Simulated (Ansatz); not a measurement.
Molecule: PbI (charge +1, singlet). 
Geometry from a B3LYP-D3(BJ)/def2-TZVP (Ansatz, an electronic-structure program) optimisation:
```xyz
2

Pb     0.0000     0.0000    -1.0593
I      0.0000     0.0000     1.6389
```
Charge +1, spin multiplicity 1.

Property: vertical electron affinity (to the doublet state of charge +0; a negative value means that the extra electron is unbound and the number depends on the basis; each state is the SCF solution reached for its spin), in eV. Valence correlation only, unless marked. UHF or UKS for open shells. No spin-orbit coupling. The frozen core is the preceding noble-gas configuration, with the filled d and f shells of earlier blocks. In def2 rows, elements after Kr have scalar-relativistic effective core potentials. CBS(X,Y): correlation extrapolated as X^-3; Hartree-Fock from the larger set.

```
level                                 program  vertical electron affinity (eV)
------------------------------------  -------  -------------------------------
B3LYP/def2-TZVPD                       Ansatz                             6.62
BHLYP/def2-TZVPD                       Ansatz                             6.65
CAM-B3LYP/def2-TZVPD                   Ansatz                             6.75
wB97X/def2-TZVPD                       Ansatz                             6.60
CCSD/def2-SVPD                         Ansatz                             6.43
CCSD/def2-TZVPPD                       Ansatz                             6.51
CCSD/CBS(def2-TZVPPD,def2-QZVPPD)      Ansatz                             6.61
CCSD(T)/def2-SVPD                      Ansatz                             6.38
CCSD(T)/def2-QZVPPD                    Ansatz                             6.54
CCSD(T)/CBS(def2-TZVPPD,def2-QZVPPD)   Ansatz                             6.59
```
